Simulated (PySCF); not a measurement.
C3H6Cl, doublet, at a GFN2-xTB geometry. Base run: HF/6-31G* in PySCF.

PySCF was given this input:
```python
from pyscf import gto, scf

mol = gto.Mole()
mol.atom = '''
    C     0.88196835   -0.69035601   -0.06520633
    C     2.33446101   -0.22289527   -0.00871853
    C    -0.04521944    0.45133341   -0.21727741
    H     0.63004599   -1.24911322    0.84093252
    H     0.77187846   -1.39427599   -0.90612752
    H     3.00027462   -1.07594315    0.09232763
    Cl   -1.68930543    0.26027060    0.15334852
    H     2.59685791    0.31448981   -0.91653331
    H     2.48724108    0.43935498    0.83925443
    H     0.20463477    1.31239464   -0.80956506
'''
mol.basis = '6-31g*'
mol.spin = 1
mol.verbose = 4
mol.build()

mf = scf.UHF(mol)
mf.kernel()
mf.analyze()
```

Variants of this job, named by their change:

| change | ΔE vs base (mEh) | fitting functions | dipole (D) |
|---|---|---|---|
| base | 0.000 | - | 1.85 |
| auxbasis = cc-pvdz-jkfit | 0.151 | 460 | 1.85 |
| auxbasis = def2-svp-ri | 277.0 | 290 | 1.80 |
| auxbasis = autoaux | 0.384 | 536 | 1.85 |
| auxbasis = cc-pvtz-jkfit | 0.036 | 538 | 1.85 |
| auxbasis = def2-tzvp-ri | -4.672 | 431 | 1.85 |
| auxbasis = even-tempered beta=1.6 | 0.220 | 881 | 1.85 |
| only_dfj = on; auxbasis = def2-universal-jfit | -0.169 | 264 | 1.85 |
| auxbasis = def2-universal-jfit | 2058.9 | 264 | 1.81 |
| auxbasis = even-tempered beta=3.0 | -0.459 | 397 | 1.85 |

A fitting set is made for a task (jfit for Coulomb, jkfit for Coulomb and exchange, ri for correlation) and for a family of orbital bases.

Open shells are given as the SCF converged; they aren't shown to be the lowest states, and a large step between rows can be another state.
